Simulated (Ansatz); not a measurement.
`[NH2][GeH2][O][SiH](N)Cl` + H–F → `[NH2][GeH2][F]` + `N[SiH](O)Cl`  (ligand exchange at a Ge–O bond)

Isolated molecules relaxed with PBE0-D4/def2-TZVP in Ansatz; ΔE leaves out vibrations. CBS: MP2 limit from def2 TZ/QZ plus the TZ coupled-cluster correction, frozen cores. This one scheme is used for every species. For Ge outer-core shells are correlated without core-valence functions, which leaves a few kJ/mol of doubt a bond. Scalar relativity is left out up to krypton. Each species was taken in one conformer, which may not be the lowest.

```tsv
level	ΔE (eV)
SCS-MP2/def2-TZVPP	-0.14
CCSD/def2-TZVPP	-0.14
MP2/def2-QZVPP	-0.10
SCS-MP2/def2-QZVPP	-0.16
```

(1) What does CCSD(T)/CBS give? (Estimate.)

Largest T1 diagnostic among the species: 0.011.

Answers

(1) Computed: -0.12 eV. The listed levels differ from it by -0.02, -0.02, 0.02, -0.04 eV.

In def2-TZVPP, CCSD(T) changes the Hartree–Fock value by +0.22 eV (the triples alone add +0.03 eV) and MP2 by +0.24 eV. From PBE to PBE0 (25 % exact exchange), in def2-TZVPP and without D4, ΔE moves by +0.04 eV. The D4 term adds +0.18 eV with B3LYP and +0.11 eV with PBE0; it sums over pairs of atoms, weighted by their polarisabilities, and B3LYP, whose exchange is more repulsive, gets the larger term.

B3LYP here is the variant with VWN-RPA as its local correlation; programs differ in this.
